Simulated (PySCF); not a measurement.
Electron correlation in Ir (iridium, neutral)

[Xe] 4f14 5d6 6s2 6p1, one real determinant (an excited configuration). Computed with PySCF 2.14 in ANO-RCC-VTZP, with scalar relativity by spin-free X2C-1e. Frozen: [Kr] 4d10 4f14; 17 electrons correlated.

```
  level  correlation energy (mhartree)
   CCSD                        -444.39
    (T)                         -20.88
CCSD(T)                        -465.27
```

Diagnostics: T1 = 0.017, D1 = 0.0854, largest double amplitude 0.172.

The real determinant used has ⟨L²⟩ near 8 against 12 for a pure F term, so it mixes terms. Spin-orbit coupling, absent here, splits the open shell strongly. A double-excitation amplitude exceeds 0.15, a sign of near-degeneracy.

Cost of the coupled-cluster step: roughly 27 core-seconds, for 17 correlated electrons.

Iterations:

```
CC2 = 0
CCSD nocc = (np.int64(11), np.int64(6)), nmo = (54, 54)
frozen orbitals [[0, 1, 2, 3, 4, 5, 6, 7, 8, 9, 10, 11, 12, 13, 14, 15, 16, 17, 18, 19, 20, 21, 22, 24, 25, 26, 27, 28, 29, 30], [0, 1, 2, 3, 4, 5, 6, 7, 8, 9, 10, 11, 12, 13, 14, 15, 16, 17, 18, 19, 20, 21, 22, 24, 25, 26, 27, 28, 29, 30]]
max_cycle = 100
direct = 0
conv_tol = 1e-08
conv_tol_normt = 1e-06
diis_space = 8
diis_start_cycle = 0
Init t2, MP2 energy = -0.444201444384495
Init E_corr(UCCSD) = -0.444201444384574
cycle = 1  E_corr(UCCSD) = -0.430591333501387  dE = 0.0136101109  norm(t1,t2) = 0.0809496
cycle = 2  E_corr(UCCSD) = -0.440311151900141  dE = -0.0097198184  norm(t1,t2) = 0.0368323
cycle = 3  E_corr(UCCSD) = -0.441598148013474  dE = -0.00128699611  norm(t1,t2) = 0.0290219
cycle = 4  E_corr(UCCSD) = -0.443571252876927  dE = -0.00197310486  norm(t1,t2) = 0.0235831
cycle = 5  E_corr(UCCSD) = -0.443639993180742  dE = -6.87403038e-05  norm(t1,t2) = 0.0221475
cycle = 6  E_corr(UCCSD) = -0.443763022125093  dE = -0.000123028944  norm(t1,t2) = 0.0237649
cycle = 7  E_corr(UCCSD) = -0.443871821278801  dE = -0.000108799154  norm(t1,t2) = 0.0143335
cycle = 8  E_corr(UCCSD) = -0.444404083141374  dE = -0.000532261863  norm(t1,t2) = 0.00336254
cycle = 9  E_corr(UCCSD) = -0.444403410733786  dE = 6.72407588e-07  norm(t1,t2) = 0.00124289
cycle = 10  E_corr(UCCSD) = -0.444369843525273  dE = 3.35672085e-05  norm(t1,t2) = 0.000728866
cycle = 11  E_corr(UCCSD) = -0.444381571638642  dE = -1.17281134e-05  norm(t1,t2) = 0.000431764
cycle = 12  E_corr(UCCSD) = -0.444390054336255  dE = -8.48269761e-06  norm(t1,t2) = 0.000249388
cycle = 13  E_corr(UCCSD) = -0.44438879814515  dE = 1.25619111e-06  norm(t1,t2) = 0.000110676
cycle = 14  E_corr(UCCSD) = -0.444386931508689  dE = 1.86663646e-06  norm(t1,t2) = 3.94857e-05
cycle = 15  E_corr(UCCSD) = -0.444386499783813  dE = 4.31724876e-07  norm(t1,t2) = 1.52243e-05
cycle = 16  E_corr(UCCSD) = -0.444387084503344  dE = -5.84719532e-07  norm(t1,t2) = 6.73033e-06
cycle = 17  E_corr(UCCSD) = -0.444387431277805  dE = -3.4677446e-07  norm(t1,t2) = 2.43195e-06
cycle = 18  E_corr(UCCSD) = -0.444387507492139  dE = -7.62143342e-08  norm(t1,t2) = 7.1034e-07
cycle = 19  E_corr(UCCSD) = -0.444387516954227  dE = -9.46208834e-09  norm(t1,t2) = 1.55327e-07
UCCSD converged
E(UCCSD) = -17823.60075759872  E_corr = -0.4443875169542272
UCCSD(T) correction = -0.0208825440536625
```

The basis was made for the ground configuration and has no added diffuse functions, which can raise the energy of the promoted electron.

The reference is one real determinant that mixes LS terms of this configuration.
